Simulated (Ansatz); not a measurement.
Species: SbCl$_{2}$ (charge +1, singlet). It need not be the lowest isomer of its formula. 
Geometry from a B3LYP-D3(BJ)/def2-TZVP (Ansatz, a first-principles code) optimisation:
SMILES: [Cl][Sb+][Cl]
```xyz
3

Sb     0.3695    -0.0286     0.4497
Cl     0.7858     0.3236    -1.7580
Cl    -1.8945    -0.2379     0.4089
```
Charge +1, spin multiplicity 1.

Basis-set convergence of Hartree-Fock and CCSD correlation energies (hartree) with Ansatz. Cores are frozen in the correlated levels unless marked. Spin-orbit coupling is left out. Frozen are the shells of the preceding noble gas and the d and f shells that filled before the atom's block. Past Kr the def2 sets carry scalar-relativistic core potentials.

| basis | functions | E(HF) | E(corr, CCSD) |
|---|---|---|---|
| def2-SVPD | 86 | -1157.74759 | -0.39579 |
| def2-TZVPPD | 158 | -1158.06905 | -0.50741 |
| def2-QZVPPD | 246 | -1158.09749 | -0.54818 |

Extrapolating the two largest sets (X = 3 and 4) as X^-3: E(corr) = (64·(-0.54818) - 27·(-0.50741))/37 = -0.5779 Eh, an estimate of the basis-set limit. The largest set recovers 94.9 % of it, the smallest 68.5 %.
